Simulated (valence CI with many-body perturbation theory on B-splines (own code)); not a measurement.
Hyperfine factors and g values of Cs32+

Calculated by configuration interaction combined with many-body perturbation theory (CI+MBPT): five valence electrons over a frozen Dirac-Fock core [Ar], a basis of 7 s, 7 p, 8 d, 6 f, 4 g, 1 h functions for each j, with the one-electron correlation potential Σ1, the two-electron term Σ2, the three-electron term Σ3, Breit, model QED; selected CI, second order for the rest (own B-spline code, finite nucleus).

No measured spectrum was set against this ion. As an estimate, large intervals hold to a few tenths of a per cent, small ones and those within an open d or f shell to about a per cent. Only levels of the ground parity were solved; by the run's estimate the other parity begins above the list, which can be wrong where configurations are misplaced.

A/g_I is the dipole constant over the nuclear g factor μ/I (μ in nuclear magnetons, uniformly magnetised nucleus), B/Q the quadrupole constant per barn. Both hold the static response of the core; the bare values leave it out. Large factors of s and p1/2 electrons are usually good to 5 to 10 %; those of open d and f shells near neutrality can be off by tens of per cent, and small factors of p3/2, d and f electrons come from cancelling terms and can be off by a factor of two or in sign, in half-filled shells by more. B is blank for J = 1/2, where it vanishes, and for nearly pure S terms. Energies count from the lowest level.

Levels are named by their leading jj configuration (3d3/2^4 stands for four electrons in 3d with j = 3/2), which in mixed levels can hold well under half, so a name can repeat and another be missing. Letters in brackets count levels of one name in rising energy.

```
                      Level  E (cm⁻¹)      g  A/g_I (MHz)  A/g_I bare  B/Q (MHz/b)  B/Q bare
      (3d3/2^4 3d5/2) J=5/2         0  1.685         5250        6140         8760      8900
(3d3/2^3 3d5/2^2) J=5/2 [a]     96974  1.176        10500       10800        16000     16300
(3d3/2^3 3d5/2^2) J=7/2 [a]    158070  1.133        14900       15100        20700     21000
(3d3/2^3 3d5/2^2) J=3/2 [a]    163280  1.286        16300       16700        18000     18400
   (3d3/2^3 3d5/2^2) J=11/2    166700  1.157        17600       17900          199       180
    (3d3/2^3 3d5/2^2) J=9/2    185020  1.154        16000       16300        19700     20100
(3d3/2^3 3d5/2^2) J=5/2 [b]    189690  1.128        15100       15300         5520      5630
    (3d3/2^3 3d5/2^2) J=1/2    199430  1.879        -7570       -6400                       
(3d3/2^3 3d5/2^2) J=7/2 [b]    230240  1.151        17600       17800       -13100    -13400
(3d3/2^2 3d5/2^3) J=5/2 [a]    246010  1.212        11500       11800          222       229
(3d3/2^2 3d5/2^3) J=7/2 [a]    272070  1.195        13800       14100        -9000     -9170
(3d3/2^3 3d5/2^2) J=3/2 [b]    277100  0.829        30200       30000       -17200    -17500
   (3d3/2^2 3d5/2^3) J=11/2    277340  1.052        18300       18500         1240      1270
(3d3/2^2 3d5/2^3) J=9/2 [a]    291920  1.144        15600       15900        -3730     -3810
(3d3/2^2 3d5/2^3) J=1/2 [a]    295220  0.633        39900       39500                       
   (3d3/2^2 3d5/2^3) J=13/2    304200  1.072        19200       19300        -48.1     -44.1
(3d3/2^2 3d5/2^3) J=3/2 [a]    304790  1.174        15400       15600         2680      2720
(3d3/2^2 3d5/2^3) J=5/2 [b]    319960  1.015        19800       19900        -4290     -4360
(3d3/2^2 3d5/2^3) J=9/2 [b]    348180  1.101        17600       17800         1680      1710
(3d3/2^2 3d5/2^3) J=7/2 [b]    361260  0.989        23100       23100         -817      -839
(3d3/2^2 3d5/2^3) J=5/2 [c]    366620  1.036        19800       19900         4690      4770
(3d3/2^2 3d5/2^3) J=3/2 [b]    386610  0.773        29400       29200         1830      1880
(3d3/2^2 3d5/2^3) J=7/2 [c]    398610  1.061        20700       20800         5430      5530
  (3d3/2 3d5/2^4) J=5/2 [a]    403350  1.190         9780       10100       -13000    -13200
(3d3/2^2 3d5/2^3) J=1/2 [b]    405860  1.878        -6070       -4920                       
(3d3/2^2 3d5/2^3) J=9/2 [c]    436110  1.103        17400       17600        15000     15300
  (3d3/2 3d5/2^4) J=7/2 [a]    445430  1.191        13700       14000       -31300    -31900
     (3d3/2 3d5/2^4) J=11/2    456190  1.062        18700       18900        -1500     -1500
  (3d3/2 3d5/2^4) J=3/2 [a]    473110  0.868        20600       20500       -19800    -20100
  (3d3/2 3d5/2^4) J=5/2 [b]    499250  1.115        16500       16700        17100     17400
      (3d3/2 3d5/2^4) J=9/2    513770  1.107        16800       17000       -32600    -33200
(3d3/2^2 3d5/2^3) J=5/2 [d]    533320  1.105        14900       15100        -7810     -7940
(3d3/2^2 3d5/2^3) J=3/2 [c]    542570  1.208        15800       16100       -15000    -15300
  (3d3/2 3d5/2^4) J=7/2 [b]    546040  0.957        21700       21700        28100     28600
      (3d3/2 3d5/2^4) J=1/2    610980  0.924         -152        -126                       
            (3d5/2^5) J=5/2    660500  1.172        13400       13700       -27200    -27700
  (3d3/2 3d5/2^4) J=3/2 [b]    678380  0.890        29700       29600        29400     30000
```

(1) Take the isotope of mass number 133, with I = 7/2, μ = 2.5778 μN and Q = -0.0034 b. What is the hyperfine structure of (3d3/2^3 3d5/2^2) J=9/2?

## Answers

(1) From the table A = 11800 MHz, B = -67.0 MHz. Shifts from the centre of gravity in MHz: F = 1: -227000, F = 2: -204000, F = 3: -168000, F = 4: -121000, F = 5: -61900, F = 6: 8870, F = 7: 91500, F = 8: 186000.
